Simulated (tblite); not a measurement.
Compound: C3H10GeOSi2.
Bonds: C1–C2 (double), C2–C3, C3–Si4, Si4–O5, O5–Ge6, Ge6–Si7, C2–Si7. Hydrogens: H8, H9 on C1; H10, H11 on C3; H12, H13 on Si4; H14, H15 on Ge6; H16, H17 on Si7.

Computed with GFN2-xTB (tblite), gas phase: L-BFGS steps from a force-field or distance-geometry start until the largest atomic force falls under 0.01 eV/Å.

Step 4: E = -571.7126 eV
```
atom  x, y, z in Å  |  force x, y, z in eV/Å
C1      1.1718   -1.9608   -0.8458    0.170  -0.306  -0.119
C2      0.7517   -0.9624   -0.0842   -0.330  -0.051  -0.020
C3     -0.3690   -1.1131    0.8991    0.393  -0.437   0.055
Si4    -1.8783    0.0001    0.6085    0.161   0.356  -0.009
O5     -1.4730    1.5501    0.9135    0.162  -0.002  -0.336
Ge6    -0.2415    2.2526   -0.2580   -0.070  -0.157   0.079
Si7     1.4983    0.7406   -0.2896    0.341   0.128  -0.022
H8      0.7828   -2.9644   -0.7553   -0.068   0.011  -0.072
H9      1.9636   -1.8175   -1.5659   -0.057  -0.079   0.046
H10     0.0365   -0.9158    1.8894   -0.026   0.156   0.204
H11    -0.6994   -2.1524    0.9157   -0.018  -0.076  -0.052
H12    -2.2506   -0.0977   -0.7924   -0.153  -0.151  -0.330
H13    -2.9642   -0.4115    1.4653   -0.169   0.150   0.289
H14     0.1018    3.6494    0.1866   -0.386   0.259   0.186
H15    -1.0378    2.3225   -1.5428   -0.155   0.256  -0.006
H16     2.4113    1.0131    0.8253    0.134   0.021   0.027
H17     2.1892    0.8794   -1.5795    0.071  -0.078   0.081
```

Step 5: E = -571.7430 eV
```
atom  x, y, z in Å  |  force x, y, z in eV/Å
C1      1.1699   -1.9671   -0.8449    0.172  -0.227  -0.090
C2      0.7568   -0.9672   -0.0781   -0.308  -0.112  -0.163
C3     -0.3666   -1.1141    0.8971    0.340  -0.428   0.120
Si4    -1.8806   -0.0061    0.6050    0.159   0.447   0.105
O5     -1.4670    1.5469    0.8870    0.126  -0.068  -0.221
Ge6    -0.2291    2.2558   -0.2661   -0.107  -0.103   0.137
Si7     1.5066    0.7339   -0.2866    0.310   0.173  -0.003
H8      0.7821   -2.9719   -0.7613   -0.088   0.038  -0.048
H9      1.9598   -1.8215   -1.5655   -0.027  -0.082   0.032
H10     0.0363   -0.9150    1.8868   -0.028   0.172   0.258
H11    -0.6947   -2.1520    0.9155   -0.043  -0.142  -0.049
H12    -2.2511   -0.0989   -0.7914   -0.196  -0.197  -0.418
H13    -2.9690   -0.3992    1.4772   -0.062   0.168   0.204
H14     0.0750    3.6601    0.1952   -0.344   0.189   0.168
H15    -1.0474    2.3369   -1.5308   -0.135   0.241  -0.100
H16     2.4195    1.0143    0.8261    0.128   0.018   0.035
H17     2.1925    0.8771   -1.5752    0.104  -0.088   0.031
```

Step 6: E = -571.8015 eV
```
atom  x, y, z in Å  |  force x, y, z in eV/Å
C1      1.1685   -1.9841   -0.8434    0.122  -0.058  -0.041
C2      0.7640   -0.9807   -0.0716   -0.146  -0.077  -0.323
C3     -0.3559   -1.1238    0.8968    0.035  -0.188   0.197
Si4    -1.8828   -0.0128    0.6000    0.094   0.337   0.123
O5     -1.4502    1.5400    0.8244    0.018  -0.142   0.119
Ge6    -0.2036    2.2622   -0.2809   -0.136   0.147   0.143
Si7     1.5313    0.7217   -0.2793    0.100   0.118   0.057
H8      0.7780   -2.9884   -0.7756   -0.117   0.054   0.007
H9      1.9519   -1.8325   -1.5649    0.077  -0.087  -0.049
H10     0.0351   -0.9092    1.8874   -0.015   0.133   0.277
H11    -0.6858   -2.1567    0.9141   -0.070  -0.265   0.001
H12    -2.2571   -0.1070   -0.7993   -0.206  -0.268  -0.320
H13    -2.9793   -0.3667    1.5076    0.216   0.220  -0.028
H14     0.0063    3.6875    0.2181   -0.241  -0.031   0.109
H15    -1.0719    2.3750   -1.5068   -0.040   0.194  -0.237
H16     2.4413    1.0177    0.8292    0.123   0.009   0.064
H17     2.2032    0.8698   -1.5656    0.187  -0.095  -0.099
```

Step 7: E = -571.8265 eV
```
atom  x, y, z in Å  |  force x, y, z in eV/Å
C1      1.1705   -1.9926   -0.8435    0.059   0.027  -0.025
C2      0.7634   -0.9863   -0.0756   -0.063  -0.022  -0.228
C3     -0.3500   -1.1318    0.9006   -0.115  -0.031   0.149
Si4    -1.8811   -0.0107    0.5985    0.027   0.102  -0.002
O5     -1.4423    1.5374    0.8022   -0.024  -0.100   0.258
Ge6    -0.1969    2.2664   -0.2839   -0.106   0.242   0.060
Si7     1.5434    0.7187   -0.2759   -0.034   0.057   0.052
H8      0.7739   -2.9941   -0.7812   -0.110   0.035   0.024
H9      1.9505   -1.8384   -1.5658    0.118  -0.093  -0.092
H10     0.0343   -0.9040    1.8936   -0.014   0.058   0.176
H11    -0.6841   -2.1642    0.9134   -0.039  -0.219   0.049
H12    -2.2636   -0.1155   -0.8087   -0.155  -0.265  -0.118
H13    -2.9803   -0.3499    1.5201    0.312   0.238  -0.116
H14    -0.0256    3.6987    0.2297   -0.194  -0.104   0.090
H15    -1.0824    2.3941   -1.5019    0.028   0.166  -0.228
H16     2.4526    1.0193    0.8318    0.112   0.001   0.067
H17     2.2109    0.8650   -1.5634    0.198  -0.092  -0.115
```

**Question.** Estimate the geometry and energy of step 8. (The exact step hangs on the optimiser's Hessian estimate; all steps are aligned on step 7, rigid shifts and turns removed.)

**Answer.** E = -571.8509 eV, largest force 0.437 eV/Å
```
atom  x, y, z in Å  |  force x, y, z in eV/Å
C1      1.1744   -2.0004   -0.8448   -0.033   0.103  -0.013
C2      0.7593   -0.9906   -0.0844    0.011   0.025  -0.019
C3     -0.3457   -1.1412    0.9075   -0.197   0.095   0.025
Si4    -1.8779   -0.0064    0.5955   -0.030  -0.183  -0.147
O5     -1.4352    1.5352    0.7900   -0.042  -0.020   0.320
Ge6    -0.1951    2.2741   -0.2845   -0.050   0.245  -0.054
Si7     1.5538    0.7178   -0.2723   -0.143   0.006   0.006
H8      0.7675   -2.9979   -0.7855   -0.075   0.024   0.029
H9      1.9522   -1.8458   -1.5687    0.117  -0.098  -0.105
H10     0.0332   -0.8975    1.9041   -0.026  -0.050  -0.008
H11    -0.6841   -2.1762    0.9138    0.025  -0.073   0.109
H12    -2.2733   -0.1296   -0.8204   -0.078  -0.229   0.110
H13    -2.9750   -0.3302    1.5291    0.335   0.235  -0.154
H14    -0.0575    3.7068    0.2423   -0.151  -0.115   0.089
H15    -1.0907    2.4145   -1.5038    0.098   0.134  -0.168
H16     2.4650    1.0208    0.8359    0.073  -0.015   0.039
H17     2.2221    0.8586   -1.5638    0.167  -0.086  -0.060
```

The energy changes by -0.0244 eV. The first-order estimate −F·Δx gives -0.0351 eV and the mean of the old and new forces, exact on a quadratic surface, -0.0244 eV. The step makes an angle of 55° with the force vector and moves no atom by more than 0.035 Å.

What follows is the cost of the whole relaxation. Hardware: one thread, Arm Neoverse N1 (aarch64), on a shared host. Cost: 1.5 s wall.
